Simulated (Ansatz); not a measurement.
Consider the isomerisation: `C[SiH](Cl)[NH][AlH2]` → `C[SiH](N)[AlH][Cl]`.

Isolated molecules relaxed with PBE0-D4/def2-TZVP in Ansatz; ΔE leaves out vibrations. CCSD(T)/CBS is the MP2 limit (def2-TZVPP, def2-QZVPP) plus CCSD(T) − MP2 in def2-TZVPP, frozen cores. DFT in def2-TZVPP. One conformer a species, not always the lowest.

CCSD(T)/CBS gives +64.4 kJ/mol.

(1) Another level gave +61.2 kJ/mol. Which?
A. ωB97M-V/def2-TZVPP
B. r2SCAN/def2-TZVPP
C. PBE/def2-TZVPP
D. PBE0-D4/def2-TZVPP

Largest T1 diagnostic among the species: 0.010.

Answers

(1) B. r2SCAN 61.2, PBE0-D4 50.9, ωB97M-V 70.3, PBE 45.0 kJ/mol.

The D4 term adds +4.1 kJ/mol with B3LYP and +2.0 kJ/mol with PBE0; it sums over pairs of atoms, weighted by their polarisabilities, and B3LYP, whose exchange is more repulsive, gets the larger term. From PBE to PBE0 (25 % exact exchange), in def2-TZVPP and without D4, ΔE moves by +4.0 kJ/mol.

B3LYP here is the variant with VWN-RPA as its local correlation; programs differ in this.
